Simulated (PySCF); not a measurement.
**C₆ coefficients of unlike pairs at PBE0**

Calculated with PySCF 2.14 from the dipole response of each species, C₆(A,B) = (3/π) ∫ α_A(iu) α_B(iu) du, in atomic units, from isotropic polarisabilities. For ions this is the dispersion term alone; charge-induced terms of lower order in 1/R come first.

| species | configuration | basis | relativity | α (bohr³) | C₆ (like pair) |
| --- | --- | --- | --- | --- | --- |
| As | [Ar] 3d10 4s2 4p3 (4S) | aug-cc-pVTZ-PP with one added diffuse shell each of s, d, f type with ECP10MDF (7s5p5d3f) | core potential | 32.08 | 271.4 |
| Mg⁺ | [Ne] 3s1 (2S) | aug-cc-pCVDZ (6s5p3d) | none | 35.68 | 157.7 |
| Br | [Ar] 3d10 4s2 4p5 (2P) | def2-QZVPPD (12s8p5d4f1g) | none | 21.32 | 172.2 |
| Bi⁺ | [Xe] 4f14 5d10 6s2 6p2 (3P) | aug-cc-pVQZ-PP with ECP60MDF (7s7p5d3f2g) | core potential | 27.45 | 252.5 |

(1) Estimate C₆ for Bi⁺ with Br.

No spin-orbit coupling is included, so Bi⁺, close to jj coupling, stand for model states.

The other pairs:

```tsv
pair	C₆
Br, Mg⁺	142.2
Mg⁺, As	192.3
Bi⁺, Mg⁺	175.8
Br, As	213.1
Bi⁺, As	258.8
```

## Answers

(1) The integral gives 208.2. The combination rule 2 C_A C_B / (C_A α_B/α_A + C_B α_A/α_B) gives 208.2 and the geometric mean 208.6.
